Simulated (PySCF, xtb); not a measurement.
C4H8OSi, SMILES C=C([SiH3])CC=O. Other conformers were not sampled.

Harmonic wavenumbers (cm⁻¹) from GFN2-xTB in xtb at its own minimum, in rising order: 29, 53, 72, 193, 258, 370, 386, 479, 551, 588, 653, 693, 769, 787, 795, 841, 917, 955, 986, 1044, 1126, 1203, 1241, 1381, 1416, 1448, 1672, 1791, 2239, 2248, 2291, 2757, 2965, 2987, 3071, 3114.

Question: What does B3LYP-D3(BJ)/def2-SVP (PySCF 2.14.0) give at its own minimum? (Estimate from the structure and the level; the computed values follow.)

Answer: 44, 64, 117, 182, 249, 363, 405, 475, 640, 657, 688, 742, 793, 935, 941, 962, 967, 970, 1029, 1057, 1173, 1233, 1274, 1420, 1423, 1443, 1677, 1853, 2209, 2213, 2237, 2878, 3008, 3100, 3113, 3210. Paired by order, the mean absolute difference is 47 cm⁻¹ and the zero-point energies are 63.4 and 65.4 kcal/mol.
